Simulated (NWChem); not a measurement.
System: InNH2BrF; SMILES [NH2][In]([F])[Br]

Input file for NWChem:

```
start job
memory heap 200 mb stack 900 mb global 1100 mb
geometry units angstroms noautoz
  In    -0.062561     0.718907     0.017677
  F     -1.880506     1.412677    -0.159675
  Br     0.120318    -1.735460     0.077521
  N      1.476200     2.016473    -0.070093
  H      2.339390     1.696012     0.362220
  H      1.261871     2.954236     0.262092
end
basis spherical
  * library def2-svp
end
ecp
  In library def2-ecp
end
dft
  xc r2scan
  grid coarse
  iterations 150
  mulliken
end
task dft gradient
```

Parts of the log:

```
             Northwest Computational Chemistry Package (NWChem) 7.3.0
             --------------------------------------------------------

 C1  symmetry detected

                             Geometry "geometry" -> ""
                             -------------------------

 Output coordinates in angstroms (scale by  1.889725989 to convert to a.u.)

  No.       Tag          Charge          X              Y              Z
 ---- ---------------- ---------- -------------- -------------- --------------
    1 In                  49.0000     0.00655208     0.66163782     0.01886314
    2 F                    9.0000    -1.75884218     1.49678912    -0.04113637
    3 Br                  35.0000     0.00181464    -1.80009116    -0.00962225
    4 N                    7.0000     1.63481030     1.84147142    -0.10736822
    5 H                    1.0000     2.49098173     1.44133290     0.26885832
    6 H                    1.0000     1.51036122     2.78020262     0.26543119

 Effective nuclear repulsion energy (a.u.)     703.2787019384

                                 NWChem DFT Module
                                 -----------------

 Summary of "ao basis" -> "ao basis" (spherical)
 ------------------------------------------------------------------------------
       Tag                 Description            Shells   Functions and Types
 ---------------- ------------------------------  ------  ---------------------
 In                         def2-svp                10       26   4s4p2d
 F                          def2-svp                 6       14   3s2p1d
 Br                         def2-svp                12       32   5s4p3d
 N                          def2-svp                 6       14   3s2p1d
 H                          def2-svp                 3        5   2s1p

            General Information
            -------------------
          SCF calculation type: DFT
          Wavefunction type:  closed shell.
          No. of atoms     :     6
          No. of electrons :    74
           Alpha electrons :    37
            Beta electrons :    37
          Charge           :     0
          Spin multiplicity:     1
          Use of symmetry is: off; symmetry adaption is: off
          Maximum number of iterations: 150
          AO basis - number of functions:    96
                     number of shells:    40
          Convergence on energy requested:  1.00D-06
          Convergence on density requested:  1.00D-05
          Convergence on gradient requested:  5.00D-04

              XC Information
              --------------
                      r^2SCAN Method XC Functional
               r^2SCAN metaGGA Exchange Functional  1.000
                     r^2SCAN Correlation Potential  1.000

             Grid Information
             ----------------
          Grid used for XC integration:  coarse
          Radial quadrature: Mura-Knowles
          Angular quadrature: Lebedev.
          Tag              B.-S. Rad. Rad. Pts. Rad. Cut. Ang. Pts.
          ---              ---------- --------- --------- ---------
          In                  1.55      104           8.0       302
          F                   0.50       35          11.0       302
          Br                  1.15       95          12.0       302
          N                   0.65       35          10.0       302
          H                   0.35       35          11.0       302
          Grid pruning is: on
          Number of quadrature shells:   339
          Spatial weights used:  Erf1

      Superposition of Atomic Density Guess
      -------------------------------------

 Sum of atomic energies:       -2944.67136139

      Non-variational initial energy
      ------------------------------

 Total energy =   -2916.328241
 1-e energy   =   -4851.701304
 2-e energy   =    1573.813931
 HOMO         =      -0.351501
 LUMO         =      -0.088780

     ---------------------------------------------
      Total Density - Mulliken Population Analysis
     ---------------------------------------------

    Atom       Charge   Shell Charges
 -----------   ------   -------------------------------------------------------
    1 In  21    19.41   2.59 -0.60  0.57  0.20  3.24  2.76  0.43  0.12  9.71  0.39
    2 F    9     9.77   1.99  1.16  0.81  3.57  2.24  0.00
    3 Br  35    35.45   2.00  2.00  2.00  1.37  0.58  6.00  5.99  2.37  3.13  8.23  1.73  0.05
    4 N    7     7.85   1.99  1.04  0.50  2.52  1.79  0.01
    5 H    1     0.76   0.60  0.12  0.04
    6 H    1     0.76   0.60  0.12  0.04

[...]

                         DFT ENERGY GRADIENTS

    atom               coordinates                        gradient
                 x          y          z           x          y          z
   1 In      0.012382   1.250314   0.035646   -0.000288   0.000330  -0.001264
   2 F      -3.323730   2.828521  -0.077736    0.001484  -0.000669   0.000375
   3 Br      0.003429  -3.401679  -0.018183   -0.000023   0.001131   0.000257
   4 N       3.089344   3.479876  -0.202897   -0.000182  -0.000094   0.002582
   5 H       4.707273   2.723724   0.508069   -0.001158   0.000513  -0.000971
   6 H       2.854169   5.253821   0.501592    0.000168  -0.001211  -0.000980
```

Level: r2SCAN/def2-SVP with def2 effective core potentials on In. Coordinates come from a PBE0/def2-SVP optimisation. def2 effective core potentials on In; no spin-orbit coupling.
